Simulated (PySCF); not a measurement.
This PySCF input asks for the NMR shieldings of SMILES C[Si](CPCC)(C)C, C6H17PSi; the geometry comes from GFN2-xTB.

```python
import basis_set_exchange as bse
import numpy as np
from pyscf import gto, dft
from pyscf.prop import nmr

atoms = """
C     4.147756    0.346377    0.110225
C     2.886659   -0.456829    0.399863
P     1.426043    0.184164   -0.571112
C     0.078882   -0.719640    0.318901
Si   -1.659352   -0.065405   -0.158781
C    -2.965381   -1.118807    0.750937
C    -1.863762   -0.217430   -2.046312
C    -1.832791    1.758769    0.370780
H     4.010230    1.388385    0.394251
H     4.384616    0.314883   -0.951419
H     4.993315   -0.054778    0.666744
H     2.654145   -0.436087    1.468826
H     3.035128   -1.501711    0.108343
H     1.310565    1.369663    0.170998
H     0.162762   -1.769708    0.031046
H     0.247286   -0.657329    1.394891
H    -2.884371   -2.168763    0.487511
H    -3.967679   -0.793029    0.493287
H    -2.863827   -1.041709    1.829137
H    -1.835778   -1.254811   -2.365767
H    -2.805969    0.204726   -2.381784
H    -1.061507    0.304627   -2.559683
H    -2.822969    2.140196    0.141441
H    -1.673216    1.883887    1.437826
H    -1.111723    2.384502   -0.146686
"""
names = dict.fromkeys(["C", "P", "Si", "H"], "pcSseg-1")
basis = {el: gto.basis.parse(bse.get_basis(n, elements=[el], fmt="nwchem")) for el, n in names.items()}
mol = gto.M(atom=atoms, basis=basis, charge=0, verbose=0)
mf = dft.RKS(mol, xc="PBE0")
mf.grids.level = 2
mf.grids.alignment = dft.numint.BLKSIZE   # the property module wants whole blocks of grid points
mf.conv_tol = 1e-9
mf.kernel()

calc = nmr.RKS(mf)   # GIAO
C = mf.mo_coeff
Co = C[:, mf.mo_occ > 0]
resp = mf.gen_response(singlet=True, hermi=2)
def vind(x):   # induced exchange potential for any number of trial vectors
    d = np.einsum("pi,xij,qj->xpq", C, 2 * x.reshape(-1, C.shape[1], Co.shape[1]), Co, optimize=True)
    return np.einsum("xpq,pi,qj->xij", resp(d - d.transpose(0, 2, 1)), C, Co, optimize=True).ravel()
mo1, _ = nmr.rhf.solve_mo1(calc, with_cphf=vind)
sigma = calc.kernel(mo1)
for i, s in enumerate(sigma):   # ppm
    print("%2d %-2s %9.2f" % (i, mol.atom_pure_symbol(i), np.trace(s) / 3))
```

**Question.** Give the expected output.

**Answer.** 
```
 0 C     172.43
 1 C     158.93
 2 P     417.48
 3 C     172.93
 4 Si    348.95
 5 C     185.96
 6 C     188.38
 7 C     188.58
 8 H      30.76
 9 H      30.48
10 H      30.22
11 H      29.89
12 H      30.22
13 H      28.76
14 H      31.24
15 H      30.70
16 H      31.67
17 H      31.67
18 H      31.64
19 H      31.80
20 H      31.82
21 H      31.10
22 H      31.74
23 H      31.79
24 H      31.55
```

These numbers come from an equivalent density-fitted implementation of the same equations, which agrees with the script to about 0.01 ppm for H and up to a few tenths of a ppm for heavy atoms, so last digits may differ.

Size and cost of the density-fitted run: 235 basis functions, 51 s wall time on 1 thread of an Arm Neoverse V2, shared host; peak memory 1.1 GiB.
